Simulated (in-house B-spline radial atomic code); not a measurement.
Binding energies in In XLIV (In43+)

NIST's tabulated ground configuration is [He] 2s2 2p2; each binding energy is the energy of the ion with one electron taken from that subshell, relaxed, less that of the parent. Level of theory: Dirac-Hartree-Fock, average of configuration, Fermi nucleus of rms radius 4.6156 fm; calculated with a radial B-spline atomic code at the basis-set limit. Energies include first-order Breit, QED and recoil terms.

| subshell | X-ray name | binding energy (eV) | -ε (eV) | relaxation (eV) |
| --- | --- | --- | --- | --- |
| 1s | K | 31665.1 | 31757.4 | 10.2 |
| 2s | L1 | 7357.9 | 7368.4 | 0.9 |
| 2p | L2,3 | 7064.6 | 7071.9 | 1.2 |

Relaxation = -ε minus the binding energy without Breit, QED and recoil terms.

**Question.** What does it cost to remove both a 2s and a 2p electron?

**Answer.** 14616 eV, which is 193.8 eV more than the two single binding energies together.

**Question.** What does it cost to remove two 1s electrons?

**Answer.** 64224 eV, which is 893.9 eV more than the two single binding energies together.
